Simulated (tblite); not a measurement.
C₇H₈NO (doublet state).
Atom-mapped SMILES: `[NH2:1][CH2:2][c:3]1[cH:4][cH:5][c:6]([O:7])[cH:8][cH:9]1` (hydrogens: H10, H11 on N1; H12, H13 on C2; H14 on C4; H15 on C5; H16 on C8; H17 on C9)

Cartesian coordinates in Å at the GFN2-xTB level; atoms count from 1:
```xyz
17
C7H8NO angstrom
N      2.5896   -0.0364   -0.5388
C      1.7529   -0.7944    0.3866
C      0.3273   -0.3432    0.2611
C     -0.1403    0.7477    1.0125
C     -1.4074    1.2249    0.8531
C     -2.3185    0.6478   -0.1185
O     -3.4638    1.0831   -0.2875
C     -1.7917   -0.4664   -0.8854
C     -0.5200   -0.9215   -0.6985
H      2.2847   -0.1755   -1.4962
H      2.5464    0.9555   -0.3310
H      2.1346   -0.6257    1.3958
H      1.8569   -1.8537    0.1416
H      0.5218    1.1960    1.7418
H     -1.7776    2.0492    1.4442
H     -2.4515   -0.9199   -1.6100
H     -0.1503   -1.7555   -1.2808
```

Structure optimised with GFN2-xTB, isolated species. This method treats the open shell by occupation alone, without spin polarisation.

Masses are those of the commonest isotopes; rigid-rotor values at the optimised geometry. The values belong to one conformer with, in the numbering `[NH2:1][CH2:2][c:3]1[cH:4][cH:5][c:6]([O:7])[cH:8][cH:9]1`, H–N1–C2–C3 -60° and 60°, N1–C2–C3–C4 -87°.

**Question.** What are A, B and C (GHz)?

**Answer.** Ia = 115.97, Ib = 498.57, Ic = 568.36 u·Å²; 505379 MHz·u·Å²/I gives 4358, 1014 and 889.2 MHz, that is A = 4.3580, B = 1.0137, C = 0.8892 GHz.

**Question.** What kind of rotor is it?

**Answer.** A near-prolate asymmetric top. Ray's parameter κ = (2B − A − C)/(A − C) = -0.928; −1 is the prolate and +1 the oblate limit.

**Question.** Is it planar, by Δ = Ic − Ia − Ib?

**Answer.** Not planar: Δ = Ic − Ia − Ib = -46.18 u·Å². For a rigid frame Δ = −2 Σ m c², so Σ m c² = 23.09 u·Å² lies off the ab plane: 6.03 from hydrogen and 17.06 from heavier atoms. The atom farthest from that plane is 1.34 Å away.

**Question.** Where do the levels up to J = 5 lie, in MHz?

**Answer.** Above 0(0,0):
J = 1: 1(0,1) 1903, 1(1,1) 5247, 1(1,0) 5372
J = 2: 2(0,2) 5705, 2(1,2) 8928, 2(1,1) 9302, 2(2,1) 19335, 2(2,0) 19338
J = 3: 3(0,3) 11400, 3(1,3) 14448, 3(1,2) 15195, 3(2,2) 25043, 3(2,1) 25060, 3(3,1) 42078, 3(3,0) 42078
J = 4: 4(0,4) 18977, 4(1,4) 21804, 4(1,3) 23048, 4(2,3) 32652, 4(2,2) 32703, 4(3,2) 49696, 4(3,1) 49696, 4(4,1) 73536, 4(4,0) 73536
J = 5: 5(0,5) 28424, 5(1,5) 30993, 5(1,4) 32858, 5(2,4) 42159, 5(2,3) 42277, 5(3,3) 59221, 5(3,2) 59223, 5(4,2) 83058, 5(4,1) 83058, 5(5,1) 113709, 5(5,0) 113709
Those of J = 1 are B + C, A + C and A + B.

For this open shell read J as N, the rotation without spin; fine and hyperfine splittings come on top. Its GFN2-xTB frequencies are all real (lowest 49 cm⁻¹). These are rigid-rotor constants of the computed structure; measured ground-state constants (B0) also hold zero-point vibration.
